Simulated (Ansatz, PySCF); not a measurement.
C₂H₆O₂Si, SMILES CC(=O)O[SiH3].

Coordinates come from a r2SCAN-D4/def2-SVP optimisation.

Vertical ionisation energy (IE) and electron affinity (EA) in eV. Rows of orbital energies are one-electron estimates. Where ΔSCF, EOM or ADC give a negative EA the extra electron is unbound and the value depends on the basis.

```
level                                                                   IE     EA
-------------------------------------------------------------------  -----  -----
−ε(HOMO), −ε(LUMO), PBE0/def2-TZVP (PySCF)                               …      …
−ε(HOMO), −ε(LUMO), PBE/def2-TZVP (PySCF)                             6.58   1.24
ΔSCF, PBE0/def2-SVPD (Ansatz), final states of multiplicity 2 and 2  10.58  -1.40
ΔSCF, PBE/def2-SVPD (Ansatz), final states of multiplicity 2 and 2   10.33  -1.18
```

### Question
Complete the blanks. (An estimate is asked for; the answer gives what the named calculation found.)

### Answer

- −ε(HOMO), −ε(LUMO), PBE0/def2-TZVP (PySCF), IE: 8.25
- −ε(HOMO), −ε(LUMO), PBE0/def2-TZVP (PySCF), EA: 0.09

### Question
What vertical singlet–triplet gap does ΔSCF give with PBE0/def2-SVPD (Ansatz, an electronic-structure program) and with PBE/def2-SVPD (Ansatz)? (The exact figures need the calculation; the answer reports its results.)

### Answer
5.23 and 5.28 eV (triplet above singlet where positive).
